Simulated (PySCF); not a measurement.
# Mayer bond orders and bond lengths

C3H10O2SSi2.
Numbering: `[CH2:1]=[CH:2][O:3][Si@:4]([OH:5])([SiH3:6])[S:7][CH3:8]` (hydrogens: H9, H10 on C1; H11 on C2; H12 on O5; H13, H14, H15 on Si6; H16, H17, H18 on C8)

Geometry (GFN2-xTB, Å), atoms numbered from 1 in this order:
```xyz
18
C3H10O2SSi2 angstrom
C     -2.971   -0.042   -0.610
C     -2.539    0.815    0.296
O     -1.255    1.074    0.594
Si     0.122    0.351    0.095
O      0.456    0.653   -1.474
Si     0.179   -1.950    0.177
S      1.494    1.473    1.318
C      3.032    0.828    0.591
H     -4.021   -0.177   -0.780
H     -2.290   -0.626   -1.205
H     -3.215    1.414    0.895
H      0.439    1.534   -1.848
H      0.021   -2.534   -1.159
H      1.445   -2.462    0.718
H     -0.908   -2.478    1.008
H      3.842    1.449    0.956
H      2.978    0.882   -0.491
H      3.182   -0.199    0.909
```

Bond orders from the PBE0/pcSseg-1 density (PySCF). Isolated species at its GFN2-xTB geometry (one conformer only).

Task: Where do the orders between heavy atoms depart from those drawn in the SMILES?

Result: The largest departure is 0.126, at Si4–Si6 (drawn single, 0.874). Drawn single, order below 0.88: Si4–Si6 (0.874).

Task: Give the Mayer order of every bond, beside its length.

Result: 
```
   bond  drawn as  length (Å)  Mayer order
  C1–C2    double       1.320        1.927
  C2–O3    single       1.343        0.981
 O3–Si4    single       1.634        0.918
 Si4–O5    single       1.632        1.021
Si4–Si6    single       2.303        0.874
 Si4–S7    single       2.153        0.949
  S7–C8    single       1.819        0.989
  C1–H9    single       1.073        0.953
 C1–H10    single       1.076        0.935
 C2–H11    single       1.084        0.971
 O5–H12    single       0.957        0.925
Si6–H13    single       1.466        0.923
Si6–H14    single       1.468        0.936
Si6–H15    single       1.467        0.929
 C8–H16    single       1.085        0.960
 C8–H17    single       1.085        0.945
 C8–H18    single       1.086        0.948
```

By pair of heavy elements: O–Si: lowest O3–Si4 (0.918, 1.634 Å), highest Si4–O5 (1.021, 1.632 Å).

Task: Sum the orders of all bonds at each heavy atom with more than one neighbour and set the sums beside the valence in the SMILES.

Result: C1 3.815 (drawn 4), C2 3.879 (drawn 4), O3 1.899 (drawn 2), Si4 3.762 (drawn 4), O5 1.946 (drawn 2), Si6 3.662 (drawn 4), S7 1.938 (drawn 2), C8 3.842 (drawn 4). Orders between atoms that aren't bonded are not in these sums.

The Mayer order sums products of elements of PS (density times overlap matrix) between the two atoms' basis functions, so it depends on the basis set.
